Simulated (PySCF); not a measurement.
**How methods differ on the ionisation energy of Os**

Os [Xe] 4f14 5d6 6s2 (5D) → Os⁺ [Xe] 4f14 5d6 6s1 (6D), as a difference of total energies. Computed with PySCF 2.14 in aug-cc-pwCVDZ-PP with ECP60MDF (6s6p5d3f, 70 functions), with scalar relativity through the core potential. Correlated levels: valence: 5s2 5p6 frozen; valence and next inner shell: nothing frozen outside the core potential. The calculations carry no spin-orbit coupling.

Task: Order these methods by the ionisation energy they give, lowest first.
A. PBE
B. LC-wPBE
C. MP2 (valence)
D. TPSSh

Result: B (7.796 eV), C (7.972 eV), D (8.032 eV), A (8.327 eV).

Errors of the correlated levels include the incompleteness of this basis and the frozen core.

MP2 underrates the near-degeneracy of ns² with np² in the lower species.

For comparison: 8.473 eV (measured; NIST levels, between the centres of gravity of the two terms).
